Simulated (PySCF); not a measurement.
H₁₂Si₆, triplet, at the geometry of the source list (a higher spin typed on purpose: for a closed-shell molecule this is an excited state); HF/STO-3G (PySCF).

The PySCF input:
```python
from pyscf import gto, scf

mol = gto.Mole()
mol.atom = '''
    Si   -1.31500000    1.34560000   -1.22630000
    Si    0.75830000    2.06460000   -0.45390000
    Si    2.22190000    0.27830000   -0.17110000
    Si    1.31480000   -1.34580000    1.22620000
    Si   -0.75870000   -2.06450000    0.45370000
    Si   -2.22190000   -0.27810000    0.17130000
    H    -1.12510000    0.74850000   -2.55970000
    H    -2.24160000    2.45410000   -1.49100000
    H     1.32790000    3.14630000   -1.26800000
    H     0.56140000    2.70700000    0.85730000
    H     2.45870000   -0.33320000   -1.49050000
    H     3.56660000    0.70100000    0.24170000
    H     2.24170000   -2.45400000    1.49090000
    H     1.12520000   -0.74850000    2.55960000
    H    -1.32780000   -3.14630000    1.26800000
    H    -0.56120000   -2.70710000   -0.85730000
    H    -2.45870000    0.33320000    1.49070000
    H    -3.56660000   -0.70100000   -0.24160000
'''
mol.basis = 'sto-3g'
mol.spin = 2
mol.verbose = 4
mol.build()

mf = scf.UHF(mol)
mf.level_shift = 0.5
mf.max_cycle = 100
mf.kernel()
mf.analyze()
```

The log (banner, timings and long lists left out):

```
PySCF version 2.14.0

[INPUT] verbose = 4
[INPUT] num. atoms = 18
[INPUT] num. electrons = 96
[INPUT] charge = 0
[INPUT] spin (= nelec alpha-beta = 2S) = 2
[INPUT] symmetry False subgroup None
[INPUT] Mole.unit = angstrom
[INPUT] Symbol           X                Y                Z      unit          X                Y                Z       unit  Magmom
[...]
nuclear repulsion = 679.009565832681
number of shells = 42
number of NR pGTOs = 198
number of NR cGTOs = 66
basis = sto-3g
ecp = {}

******** <class 'pyscf.scf.uhf.UHF'> ********
method = UHF
initial guess = minao
damping factor = 0
level_shift factor = 0.5
DIIS = <class 'pyscf.scf.diis.CDIIS'>
diis_start_cycle = 1
diis_space = 8
diis_damp = 0
SCF conv_tol = 1e-09
SCF conv_tol_grad = None
SCF max_cycles = 100
direct_scf = True
direct_scf_tol = 1e-13
number electrons alpha = 49  beta = 47
Set gradient conv threshold to 3.16228e-05
init E= -1719.48590700108

cycle= 1 E= -1720.29776234463  delta_E= -0.812  |g|= 0.185  |ddm|= 3.73
cycle= 2 E= -1720.32548072752  delta_E= -0.0277  |g|= 0.0768  |ddm|= 0.315
cycle= 3 E= -1720.33247421931  delta_E= -0.00699  |g|= 0.0356  |ddm|= 0.189
cycle= 4 E= -1720.33442135945  delta_E= -0.00195  |g|= 0.0162  |ddm|= 0.125
cycle= 5 E= -1720.33492679709  delta_E= -0.000505  |g|= 0.00852  |ddm|= 0.0735
cycle= 6 E= -1720.33510276001  delta_E= -0.000176  |g|= 0.00459  |ddm|= 0.05
cycle= 7 E= -1720.33515890618  delta_E= -5.61e-05  |g|= 0.00291  |ddm|= 0.0295
cycle= 8 E= -1720.33518455634  delta_E= -2.57e-05  |g|= 0.00219  |ddm|= 0.0197
cycle= 9 E= -1720.33520178083  delta_E= -1.72e-05  |g|= 0.0019  |ddm|= 0.0143
cycle= 10 E= -1720.33521376073  delta_E= -1.2e-05  |g|= 0.00189  |ddm|= 0.00975
cycle= 11 E= -1720.33521624187  delta_E= -2.48e-06  |g|= 0.00187  |ddm|= 0.00396
cycle= 12 E= -1720.3352154804  delta_E= 7.61e-07  |g|= 0.00185  |ddm|= 0.00248
cycle= 13 E= -1720.33521421125  delta_E= 1.27e-06  |g|= 0.00183  |ddm|= 0.00201
cycle= 14 E= -1720.33521235209  delta_E= 1.86e-06  |g|= 0.00178  |ddm|= 0.00242
cycle= 15 E= -1720.33520876329  delta_E= 3.59e-06  |g|= 0.00168  |ddm|= 0.0041
cycle= 16 E= -1720.33520398016  delta_E= 4.78e-06  |g|= 0.00156  |ddm|= 0.0053
cycle= 17 E= -1720.33520035437  delta_E= 3.63e-06  |g|= 0.00144  |ddm|= 0.00451
cycle= 18 E= -1720.33519974226  delta_E= 6.12e-07  |g|= 0.00138  |ddm|= 0.00224
cycle= 19 E= -1720.33520012125  delta_E= -3.79e-07  |g|= 0.00137  |ddm|= 0.00129
cycle= 20 E= -1720.33520083486  delta_E= -7.14e-07  |g|= 0.00137  |ddm|= 0.00126
[...]
SCF not converged.
Total Energy =                       -1720.335183652744945
[...]
spin_pop of  6 H 1s       -0.01938
spin_pop of  7 H 1s        0.03157
spin_pop of  8 H 1s        0.03146
spin_pop of  9 H 1s       -0.01939
spin_pop of  10 H 1s       -0.01940
spin_pop of  11 H 1s        0.03134
spin_pop of  12 H 1s        0.03132
spin_pop of  13 H 1s       -0.01941
spin_pop of  14 H 1s        0.03144
spin_pop of  15 H 1s       -0.01940
spin_pop of  16 H 1s       -0.01939
spin_pop of  17 H 1s        0.03156
 ** Mulliken Spin Density (per atom)  **
spin density of  0 Si =      0.32108
spin density of  1 Si =      0.32082
spin density of  2 Si =      0.32107
spin density of  3 Si =      0.32149
spin density of  4 Si =      0.32170
spin density of  5 Si =      0.32152
spin density of  6 H =     -0.01938
spin density of  7 H =      0.03157
spin density of  8 H =      0.03146
spin density of  9 H =     -0.01939
spin density of  10 H =     -0.01940
spin density of  11 H =      0.03134
spin density of  12 H =      0.03132
spin density of  13 H =     -0.01941
spin density of  14 H =      0.03144
spin density of  15 H =     -0.01940
spin density of  16 H =     -0.01939
spin density of  17 H =      0.03156
 ** Mulliken pop alpha/beta on meta-lowdin orthogonal AOs **
 ** Mulliken pop       alpha | beta **
In total            49.00000 | 47.00000
 ** Mulliken atomic charges   ( Nelec_alpha | Nelec_beta ) **
charge of  0Si =      0.31384  (     7.00362      6.68254 )
charge of  1Si =      0.31407  (     7.00338      6.68256 )
charge of  2Si =      0.31438  (     7.00334      6.68227 )
charge of  3Si =      0.31446  (     7.00352      6.68202 )
charge of  4Si =      0.31423  (     7.00373      6.68203 )
charge of  5Si =      0.31391  (     7.00380      6.68229 )
charge of  6H =     -0.15257  (     0.56659      0.58598 )
charge of  7H =     -0.16177  (     0.59667      0.56510 )
charge of  8H =     -0.16166  (     0.59656      0.56510 )
charge of  9H =     -0.15251  (     0.56656      0.58595 )
charge of  10H =     -0.15242  (     0.56651      0.58591 )
charge of  11H =     -0.16156  (     0.59645      0.56511 )
charge of  12H =     -0.16156  (     0.59644      0.56512 )
charge of  13H =     -0.15240  (     0.56650      0.58590 )
charge of  14H =     -0.16167  (     0.59656      0.56511 )
charge of  15H =     -0.15246  (     0.56653      0.58593 )
charge of  16H =     -0.15254  (     0.56658      0.58597 )
charge of  17H =     -0.16178  (     0.59667      0.56511 )
Dipole moment(X, Y, Z, Debye):  0.01812, -0.01013,  0.00758
```

Convergence was not reached.
